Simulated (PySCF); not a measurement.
Delta-SCF ions had no search for a lower state. Excitations are Tamm–Dancoff values on a coarser integration grid. The basis has no diffuse functions, so Rydberg states are missing or too high.

Cartesian coordinates (Å):
SMILES: BN
```xyz
6

B      0.6761     0.0895    -0.0186
N     -0.6949    -0.0920     0.0190
H      1.3892    -0.8606     0.0831
H      1.1110     1.1917    -0.1517
H     -1.3531     0.6643    -0.0607
H     -1.1284    -0.9929     0.1288
```
Charge 0, spin multiplicity 1.

### Question
What S1 excitation (TDA), total energy, hole reorganisation energy (four-point), vertical ionisation energy (Delta-SCF) and dipole moment does CAM-B3LYP-D3(BJ)/def2-TZVP run with PySCF 2.14.0 give?

### Answer

* **S1 excitation (TDA)**: 7.35 eV
* **total energy**: -82.0288 Ha
* **hole reorganisation energy (four-point)**: 56.05 kcal/mol
* **vertical ionisation energy (Delta-SCF)**: 11.42 eV
* **dipole moment**: 1.95 D
